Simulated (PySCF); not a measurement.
Below is a simulated gas-phase C 1s photoelectron spectrum of bromocyclobutane, `BrC1CCC1`.

Every computed line was given a Gaussian of 0.6 eV full width at half maximum and an area set by the number of equivalent atoms; the highest printed point is 100. Method: PySCF 2.14.0, delta-SCF UKS SCAN, pcX-2 on the ionised atom, pcseg-1 elsewhere, spin-free X2C.

```json
{"binding energy (eV)": "290.0", "intensity": "0"}
{"binding energy (eV)": "290.1", "intensity": "1"}
{"binding energy (eV)": "290.2", "intensity": "4"}
{"binding energy (eV)": "290.3", "intensity": "10"}
{"binding energy (eV)": "290.4", "intensity": "22"}
{"binding energy (eV)": "290.5", "intensity": "41"}
{"binding energy (eV)": "290.6", "intensity": "64"}
{"binding energy (eV)": "290.7", "intensity": "86"}
{"binding energy (eV)": "290.8", "intensity": "100"}
{"binding energy (eV)": "290.9", "intensity": "99"}
{"binding energy (eV)": "291.0", "intensity": "85"}
{"binding energy (eV)": "291.1", "intensity": "63"}
{"binding energy (eV)": "291.2", "intensity": "43"}
{"binding energy (eV)": "291.3", "intensity": "29"}
{"binding energy (eV)": "291.4", "intensity": "24"}
{"binding energy (eV)": "291.5", "intensity": "26"}
{"binding energy (eV)": "291.6", "intensity": "31"}
{"binding energy (eV)": "291.7", "intensity": "34"}
{"binding energy (eV)": "291.8", "intensity": "33"}
{"binding energy (eV)": "291.9", "intensity": "27"}
{"binding energy (eV)": "292.0", "intensity": "19"}
{"binding energy (eV)": "292.1", "intensity": "12"}
{"binding energy (eV)": "292.2", "intensity": "6"}
{"binding energy (eV)": "292.3", "intensity": "3"}
{"binding energy (eV)": "292.4", "intensity": "1"}
{"binding energy (eV)": "292.5", "intensity": "0"}
{"binding energy (eV)": "292.6", "intensity": "0"}
```

How many maxima does the curve show, and how many computed lines lie under it?

The curve has 2 maxima (at 290.8 and 291.7 eV). Under it lie 3 lines from 3 inequivalent carbon sites. At this width some lines have no maximum of their own.

Decompose the envelope and assign each component. Numbering: `[Br:1][CH:2]1[CH2:3][CH2:4][CH2:5]1`.

```
position (eV)  relative area  line  atoms                environment
       290.83              2  C 1s  C3/C5  four-membered-ring carbon
       290.87              1  C 1s     C4  four-membered-ring carbon
       291.73              1  C 1s     C2            sp3 C–Br carbon
```

Lowest listed C 1s: C3/C5, bonded to 2 C and 2 H. Highest, 0.90 eV above it: C2, bonded to Br, 2 C and H. Summing the Pauling electronegativity differences to the bonded atoms, each weighted by its formal bond order, gives -0.70 for the lowest site and +0.06 for the highest; no listed site has a larger sum than the highest. The values 290.83 and 290.87 eV lie too close for their order to be trusted.

The curve has no shake-up lines and no vibrational structure. Atoms equivalent by their bonding share one computed value, that of the first of them. Isolated species at its PBE0-D3(BJ)/def2-SVP geometry (one conformer only).
